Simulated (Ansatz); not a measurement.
Ideal-gas functions of FGaH$_{4}$SeSi (`F[SiH]([GaH2])[SeH]`) at 800 K and 1 bar, from an Ansatz frequency run at PBE0-D4/def2-TZVP.

Molar mass 199.8 g/mol, point group C1 (symmetry number 1), electronic degeneracy 1, moments of inertia 183.69, 501.463, 649.154 u Å². Harmonic wavenumbers (cm⁻¹, unscaled): 33, 136, 157, 191, 262, 320, 400, 423, 558, 597, 727, 787, 818, 876, 1962, 1976, 2227, 2428.

Use S(trans) = R[1.5 ln M + 2.5 ln T − 1.1517]; rotational temperatures θ = 24.2544 K / I; S(rot) = R[ln(√π/σ · √(T³/θAθBθC)) + 1.5]; for each mode x = 1.438777 ν̃/T, S = R[x/(eˣ − 1) − ln(1 − e⁻ˣ)] and H = RT x/(eˣ − 1); 1 cm⁻¹ = 0.0119627 kJ/mol; R = 8.31446 J/(mol·K).

Q: By hand: the entropy, in J/(mol·K).

A: Translation 195.4. Rotation: θ = 0.132, 0.0484, 0.0374 K, giving 135.3. Vibration, mode by mode: 31.80, 20.04, 18.86, 17.24, 14.65, 13.02, 11.23, 10.79, 8.63, 8.11, 6.65, 6.09, 5.82, 5.34, 1.13, 1.11, 0.77, 0.57, in all 181.9. Electronic 0.0. Sum 512.6 J/(mol·K).

Q: By hand: H − E and G − E in kJ/mol, counted from the electronic energy.

A: Zero-point energy ½ × 14878 × 0.0119627 = 89.0; thermal vibration 64.5; translation, rotation and pV give 4 RT = 26.6. H − E = 180.1 kJ/mol, and G − E = 180.1 − 800 × 512.6/1000 = -230.0 kJ/mol.

Vibration gives 35 % of the entropy, 51.8 J/(mol·K) of it from the modes under 150 cm⁻¹: soft modes count most, and the harmonic formula is weakest for them. The sum counts one conformer and one mirror image; others add a mixing term.
